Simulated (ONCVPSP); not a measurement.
## Transferability test, ONCV potential for iridium (Ir)

| Item | Value |
| --- | --- |
| Element | Ir (Z = 77) |
| Generator | ONCVPSP 4.0.1 |
| Type | optimised norm-conserving Vanderbilt (ONCV) |
| Functional | PBE |
| Relativity | non-relativistic |
| Frozen core | [Kr] 4d10 4f14 |
| Valence charge | 17 |
| Reference configuration | 5s2 5p6 5d7 6s2 |
| Partial waves | 5s+6s: rc 1.50 bohr, ncon 3, nbas 7, qcut 6.9 1/bohr, 2 projectors; 5p: rc 1.90 bohr, ncon 4, nbas 9, qcut 7.9 1/bohr, 2 projectors, debl 3.9 Ha; 5d: rc 2.15 bohr, ncon 3, nbas 7, qcut 6.9 1/bohr, 2 projectors, debl 2.2 Ha |
| Local potential | polynomial inside 1.25 bohr (lpopt 5, dvloc0 3 Ha) |
| Core correction | Teter function, fcfact 3.75, rcfact 1.25 |

Energies are relative to the spin-unpolarised reference configuration 5s2 5p6 5d7 6s2; without spin polarisation the order of configurations can differ from experiment.

```
valence configuration  charge  ΔE all-electron (eV)  error AE − PS (meV)
      5s2 5p6 5d7 6s1      +1                 8.250                 -0.1
      5s2 5p6 5d7 6s0      +2                23.340                 -0.7
      5s2 5p6 5d6 6s0      +3                54.732                 +2.6
      5s2 5p6 5d6 6s2      +1                14.084                 +3.2
```
